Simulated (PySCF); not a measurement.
Vertical excitations of a molecule C3H6OSe from TDA-CAM-B3LYP/def2-SVPD (PySCF), as energy in eV (oscillator strength): 4.42 (0.000), 5.25 (0.000), 5.35 (0.067), 6.61 (0.014), 6.69 (0.106), 6.80 (0.063), 7.32 (0.069), 7.35 (0.004), 7.47 (0.005), 7.57 (0.012). Lowest triplet (TDA): 3.87 eV. Geometry optimised at PBE0-D3(BJ)/def2-SVP. Other conformers were not sampled.

Which structure fits?
A. C[Se]C(C)=O
B. [SeH]C1COC1
C. C1C[Se]CO1
D. CC[Se]C=O

D, CC[Se]C=O
